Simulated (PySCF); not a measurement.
# Methylcyanodiacetylene: full NMR table

- Formula: C6H3N
- SMILES: CC#CC#CC#N
- InChI: InChI=1S/C6H3N/c1-2-3-4-5-6-7/h1H3
- Point group of the computed structure: C3v
- Degrees of unsaturation: 6
- Carbon signals: 6
- Proton signals: 1

Mapped SMILES: `[CH3:1][C:2]#[C:3][C:4]#[C:5][C:6]#[N:7]`; H(Xn) means a hydrogen on atom n.

- geometry from PBE0-D3(BJ)/def2-SVP
- B3LYP/pcJ-1 coupling constants (spin–dipole term only in couplings to heteroatoms)
- NMR shieldings at PBE0/pcSseg-1/GIAO
- code: PySCF 2.14
- no solvent model, non-relativistic, a single conformation, averaged over atoms made equivalent by symmetry, fast rotation or ring inversion

Scale: TMS for 1H (31.27 ppm) and 13C (184.41 ppm); NH3 for 15N (265.67 ppm) (reference shieldings calculated alike).

| carbon | δC, type | δH (multiplicity, J in Hz) | HMBC from (abs. J ≥ 3 Hz) | span of the C tensor (ppm) |
| --- | --- | --- | --- | --- |
| C1 | 5.2, CH3 | 2.11 (s) | – | 30 |
| C2 | 83.2, C | – | H(C1) | 297 |
| C3 | 70.9, C | – | H(C1) | 235 |
| C4 | 69.6, C | – | – | 264 |
| C5 | 53.5, C | – | – | 222 |
| C6 | 112.3, C | – | – | 324 |

Other nuclei:
```csv
atoms,nucleus,environment,δ (ppm),σ (ppm)
N7,15N,nitrile nitrogen,307.8,-42.1
```

Selected couplings (Hz, signed; the shortest-range and largest first, 30 at most; isotopes 13C, 1H, 15N): 1J(C4,C5) 243.2, 1J(C2,C3) 218.0, 1J(C3,C4) 183.3, 1J(C5,C6) 179.0, 1J(C1,H(C1)) 140.8, 1J(C1,C2) 77.1, 1J(C6,N7) -22.2, 2J(C4,C6) 22.3, 2J(C3,C5) 22.1, 2J(C2,C4) 19.8, 2J(C1,C3) 13.0, 2J(C5,N7) 7.2, 3J(C2,C5) 16.1, 3J(C4,N7) -11.6, 3J(C3,C6) 7.4, 3J(C1,C4) 3.6, 4J(C2,C6) -3.2, 4J(C3,N7) 2.1, 4J(C1,C5) -1.1.

1. Carbon types of the structure: 5 × C, 1 × CH3, which accounts for all hydrogens.
2. δC 112.3: nitrile carbon; C≡N carbons fall here, among the sp2 signals but without a proton.
3. δC 83.2, 70.9, 69.6, 53.5: alkyne carbon; the triple bond shields along its axis, which puts it between sp3 and sp2 carbons.
4. δC 5.2: propargylic methyl carbon; saturated and bonded to C and H only.
5. δH 2.11: hydrogen on a propargylic methyl carbon.

Shifts are as computed. Against solution values, carbons near 30 ppm lie about +2 ppm off and those near 130 ppm about +5 ppm. Of 1211 compounds with measured shifts, 218 miss one by over three times the rms of a fit or turn the order of signals round; such compounds aren't used in these exercises. Experimental scales use liquid or dissolved standards, which lie at an offset from isolated NH3 (liquid NH3: subtract about 20 ppm). Unscaled 15N shifts of sp2 nitrogen come out 20 to 40 ppm too high even then.
